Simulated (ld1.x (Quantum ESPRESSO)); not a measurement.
Which change was made? (As, TM semilocal)

```json
{
  "Element": "arsenic (As)",
  "Generator": "ld1.x (Quantum ESPRESSO) 7.5",
  "Type": "norm-conserving Troullier–Martins (semilocal form)",
  "Functional": "PBE",
  "Relativity": "scalar-relativistic",
  "Frozen core": "[Ar] 3d10",
  "Valence charge": "5",
  "Reference configuration": "4s2 4p2 (charge +1)",
  "Partial waves": "4s (bound): rc 1.50 bohr; 4p (bound): rc 1.80 bohr; 4d channel at 0.2 Ry: rc 1.75 bohr",
  "Local potential": "the d channel",
  "Core correction": "Bessel-smoothed model core, default radius (core density twice the valence density)"
}
```

Cutoffs, loose and tight: the cutoffs (Ry, on a coarse ladder) from which the occupation-weighted sum of valence levels, in a spherical-Bessel basis at the reference potential, stays within 10 and 1 mRy of its value at 400 Ry. They do not see the model core or the augmentation charge, which bear on the density cutoff. Test errors are all-electron minus pseudo excitation energies from the reference, over the configurations 4s2 4p3; 4s2 4p1; 4s2 4p0; 4s2 4p2.5; 4s1 4p4; 4s0 4p5; 4s1 4p0; variants that change the core or the reference have their own tests.

The base gives: outcome: generated; cutoff, loose: 35 Ry; cutoff, tight: 50 Ry; bound ghosts: none; largest test error (meV): -283.

Task: After one change the result is: outcome: generated; cutoff, loose: 18 Ry; cutoff, tight: 30 Ry; bound ghosts: none; largest test error (meV): -314. Which change was it?
A. wave 4p (bound): rc 1.80 bohr becomes 4p (bound): rc 1.22 bohr
B. form changed from semilocal to separable (Kleinman–Bylander), still TM; local potential the p channel
C. wave 4s (bound): rc 1.50 bohr becomes 4s (bound): rc 2.10 bohr
D. type ultrasoft, which also changes the form from semilocal to separable; waves now 4s (bound): rcut 1.30, rcutus 1.50 bohr; 4s channel at 2.05 Ry: rcut 1.30, rcutus 1.50 bohr; 4p (bound): rcut 1.55, rcutus 1.80 bohr; 4p channel at 0.95 Ry: rcut 1.55, rcutus 1.80 bohr; 4d channel at 0.2 Ry: rcut 1.50, rcutus 1.75 bohr; local potential all-electron potential smoothed inside 1.75 bohr (lloc = -1); augmentation built from norm-conserving waves at rcut, not smoothed further

Result: D. The others give: wave 4s (bound): rc 1.50 bohr becomes 4s (bound): rc 2.10 bohr → outcome: generated; cutoff, loose: 21 Ry; cutoff, tight: 35 Ry; bound ghosts: none; largest test error (meV): -281 | wave 4p (bound): rc 1.80 bohr becomes 4p (bound): rc 1.22 bohr → outcome: generated; cutoff, loose: 90 Ry; cutoff, tight: 180 Ry; bound ghosts: none; largest test error (meV): -326 | form changed from semilocal to separable (Kleinman–Bylander), still TM; local potential the p channel → outcome: generated; cutoff, loose: 35 Ry; cutoff, tight: 50 Ry; bound ghosts: d; largest test error (meV): -329. In the semilocal form every listed channel keeps its own potential, so the choice of the local channel does not act on these tests. It acts once the file is put into the separable form.
